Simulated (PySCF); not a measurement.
Compound: CH7ClSi2.
SMILES with atom numbers: `[CH3:1][SiH2:2][SiH2:3][Cl:4]` (hydrogens: H5, H6, H7 on C1; H8, H9 on Si2; H10, H11 on Si3)

A GFN2-xTB structure was refined with PBE0-D3(BJ)/def2-SVP geometry optimisation, gas phase in PySCF 2.14.0. Its GFN2-xTB values:

| coordinate | GFN2-xTB |
| --- | --- |
| C1–Si2 | 1.877 Å |
| C1–H5 | 1.109 Å |
| Si2–Si3 | 2.305 Å |
| Si2–H8 | 1.460 Å |
| Si2–H9 | 1.452 Å |
| Si3–Cl4 | 2.068 Å |
| Si3–H10 | 1.486 Å |
| C1–Si2–Si3 | 109.0° |
| C1–Si2–H8 | 108.1° |
| Si2–Si3–Cl4 | 111.3° |
| Si2–Si3–H10 | 115.6° |
| Si2–Si3–H11 | 115.0° |
| Si3–Si2–H8 | 113.2° |
| Cl4–Si3–H10 | 104.0° |
| H10–Si3–H11 | 105.3° |
| C1–Si2–Si3–Cl4 | 149° |

Task: How do these coordinates change at the PBE0-D3(BJ)/def2-SVP level?

Result: 
| coordinate | PBE0-D3(BJ)/def2-SVP (Å or °) | change |
| --- | --- | --- |
| Si2–H9 | 1.496 | +0.044 |
| Si2–Si3 | 2.343 | +0.038 |
| Si2–H8 | 1.496 | +0.036 |
| Si3–Cl4 | 2.083 | +0.015 |
| C1–H5 | 1.101 | -0.008 |
| Si3–H10 | 1.494 | +0.008 |
| C1–Si2 | 1.884 | +0.007 |
| Si3–Si2–H8 | 107.3 | -5.9 |
| Cl4–Si3–H10 | 108.1 | +4.1 |
| Si2–Si3–Cl4 | 107.7 | -3.6 |
| Si2–Si3–H10 | 112.2 | -3.4 |
| C1–Si2–Si3 | 111.9 | +2.9 |
| C1–Si2–H8 | 110.9 | +2.8 |
| H10–Si3–H11 | 108.1 | +2.8 |
| Si2–Si3–H11 | 112.5 | -2.5 |
| C1–Si2–Si3–Cl4 | -179 | +32 |

The energy falls by 17.1 kJ/mol over 13 energy and gradient evaluations, the largest force component goes from 0.0195 to 1.9e-04 Eh/bohr, and the atoms move by 0.378 Å rms after alignment. The bond that changes most is Si2–H9 (SiH2 silicon to Si–H hydrogen), which lengthens by 0.044 Å. Bonds longer at the end by more than 0.005 Å: 9 of 10; shorter: 1. Among the dihedrals that turn most is H9–Si2–Si3–H11, from 27° to 62°. Rotational constants go from 8918, 1341, 1240 to 9178, 1327, 1201 MHz.

The run used 103 basis functions and 78 SCF cycles in all.

PBE0-D3(BJ)/def2-SVP frequencies: not computed here. One conformer, not necessarily the lowest.
